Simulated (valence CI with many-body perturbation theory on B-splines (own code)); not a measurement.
# Tl³²⁺: magnetic and hyperfine properties of the levels

Computed by relativistic CI+MBPT: three valence electrons over a frozen Dirac-Fock core [Kr] 4d10, a basis of 7 s, 7 p, 7 d, 7 f, 4 g, 2 h functions for each j, with the one-electron correlation potential Σ1 (screened to all orders), the two-electron term Σ2, the three-electron term Σ3, Breit, model QED; selected single and double excitations, second order for the rest, scaled by the run's own slope (own B-spline code, finite nucleus).

No measured spectrum was set against this ion. As an estimate, large intervals hold to a few tenths of a per cent, small ones and those within an open d or f shell to about a per cent. Excitations out of the core, of the other parity, are not computed and may begin above about 193 eV (a cautious bound); beyond it only levels of the ground parity were kept, without lifetimes.

A/g_I is the dipole constant over the nuclear g factor μ/I (μ in nuclear magnetons, uniformly magnetised nucleus), B/Q the quadrupole constant per barn. Both hold the static response of the core; the bare values leave it out. Large factors of s and p1/2 electrons are usually good to 5 to 10 %; those of open d and f shells near neutrality can be off by tens of per cent, and small factors of p3/2, d and f electrons come from cancelling terms and can be off by a factor of two or in sign, in half-filled shells by more. B is blank for J = 1/2, where it vanishes, and for nearly pure S terms. Energies count from the lowest level.

Levels are named by their leading jj configuration (3d3/2^4 stands for four electrons in 3d with j = 3/2), which in mixed levels can hold well under half, so a name can repeat and another be missing. Letters in brackets count levels of one name in rising energy.

| Level | E (eV) | g | A/g_I (MHz) | A/g_I bare | B/Q (MHz/b) | B/Q bare |
| --- | --- | --- | --- | --- | --- | --- |
| (4f5/2^3) J=9/2 | 0.000 | 0.778 | 6880 | 6630 | 1630 | 1500 |
| (4f5/2^2 4f7/2) J=11/2 [a] | 5.172 | 0.971 | 5060 | 5120 | 2530 | 2270 |
| (4f5/2^3) J=3/2 | 5.436 | 0.706 | 7280 | 6880 | -869 | -790 |
| (4f5/2^3) J=5/2 | 8.330 | 0.809 | 6400 | 6170 | 1930 | 1760 |
| (4f5/2^2 4f7/2) J=9/2 | 8.538 | 1.007 | 5040 | 5190 | -2650 | -2420 |
| (4f5/2^2 4f7/2) J=13/2 | 8.794 | 1.068 | 4390 | 4630 | 4620 | 4130 |
| (4f5/2^2 4f7/2) J=5/2 [a] | 10.264 | 0.891 | 5440 | 5340 | -5150 | -4680 |
| (4f5/2^2 4f7/2) J=3/2 [a] | 10.358 | 1.443 | 1180 | 2080 | -1870 | -1740 |
| (4f5/2^2 4f7/2) J=7/2 [a] | 10.502 | 1.028 | 4730 | 4910 | -5240 | -4770 |
| (4f5/2^2 4f7/2) J=15/2 [a] | 11.479 | 1.118 | 4140 | 4490 | 7550 | 6760 |
| (4f5/2^2 4f7/2) J=7/2 [b] | 12.432 | 1.054 | 4110 | 4290 | 3020 | 2720 |
| (4f5/2 4f7/2^2) J=13/2 [a] | 14.135 | 0.977 | 4700 | 4740 | 8120 | 7360 |
| (4f5/2^2 4f7/2) J=11/2 [b] | 14.230 | 1.097 | 3980 | 4270 | 1620 | 1380 |
| (4f5/2 4f7/2^2) J=9/2 [a] | 14.407 | 1.165 | 3370 | 3770 | 756 | 643 |
| (4f5/2^2 4f7/2) J=1/2 | 14.686 | 0.328 | 13900 | 13100 |  |  |
| (4f5/2^2 4f7/2) J=3/2 [b] | 14.688 | 1.112 | 4130 | 4470 | 1120 | 1050 |
| (4f5/2^2 4f7/2) J=5/2 [b] | 15.213 | 1.166 | 3870 | 4320 | 3910 | 3570 |
| (4f5/2 4f7/2^2) J=9/2 [b] | 16.295 | 1.090 | 4130 | 4420 | -1360 | -1230 |
| (4f5/2 4f7/2^2) J=7/2 [a] | 16.431 | 1.032 | 4090 | 4210 | -5020 | -4550 |
| (4f5/2^2 4f7/2) J=15/2 [b] | 16.536 | 1.044 | 4280 | 4450 | 11400 | 10300 |
| (4f5/2 4f7/2^2) J=11/2 [a] | 17.370 | 1.042 | 4170 | 4340 | 3520 | 3160 |
| (4f5/2 4f7/2^2) J=3/2 [a] | 17.867 | 1.177 | 2340 | 2660 | -404 | -344 |
| (4f5/2 4f7/2^2) J=5/2 [a] | 19.006 | 1.187 | 2900 | 3310 | -5050 | -4580 |
| (4f5/2 4f7/2^2) J=11/2 [b] | 20.002 | 1.127 | 3700 | 4040 | 1340 | 1180 |
| (4f5/2 4f7/2^2) J=9/2 [c] | 20.104 | 1.031 | 4130 | 4260 | 3610 | 3280 |
| (4f5/2 4f7/2^2) J=1/2 | 20.551 | 0.327 | 12000 | 11000 |  |  |
| (4f5/2 4f7/2^2) J=7/2 [b] | 21.113 | 1.378 | 1510 | 2280 | 8400 | 7560 |
| (4f5/2 4f7/2^2) J=13/2 [b] | 21.364 | 1.062 | 4270 | 4490 | 6290 | 5710 |
| (4f5/2 4f7/2^2) J=3/2 [b] | 21.831 | 1.022 | 4630 | 4770 | 4140 | 3730 |
| (4f5/2 4f7/2^2) J=17/2 | 21.990 | 1.055 | 4210 | 4410 | 17200 | 15500 |
| (4f7/2^3) J=15/2 | 22.785 | 1.034 | 3870 | 3970 | 11100 | 10000 |
| (4f7/2^3) J=9/2 | 23.206 | 1.092 | 3460 | 3670 | -2450 | -2210 |
| (4f5/2 4f7/2^2) J=5/2 [b] | 23.380 | 1.020 | 5110 | 5310 | -134 | -101 |
| (4f7/2^3) J=3/2 | 26.185 | 1.051 | 3670 | 3800 | -5150 | -4650 |
| (4f7/2^3) J=11/2 | 26.531 | 1.086 | 3600 | 3810 | 2290 | 2090 |
| (4f5/2 4f7/2^2) J=7/2 [c] | 27.384 | 1.134 | 3890 | 4270 | 3530 | 3200 |
| (4f5/2 4f7/2^2) J=7/2 [d] | 28.254 | 0.948 | 4100 | 4000 | 10900 | 9890 |
| (4f5/2 4f7/2^2) J=9/2 [d] | 28.266 | 1.082 | 4170 | 4440 | 4210 | 3850 |
| (4f7/2^3) J=5/2 | 28.909 | 1.123 | 3730 | 4060 | 7650 | 6890 |
| (4f7/2^3) J=7/2 | 38.285 | 1.114 | 3490 | 3770 | 7630 | 6920 |

(1) Take the isotope of mass number 203, with I = 1/2, μ = 1.616 μN. What is the hyperfine structure of (4f5/2^3) J=3/2?

## Answers

(1) From the table A = 23500 MHz. Shifts from the centre of gravity in MHz: F = 1: -29400, F = 2: 17600.
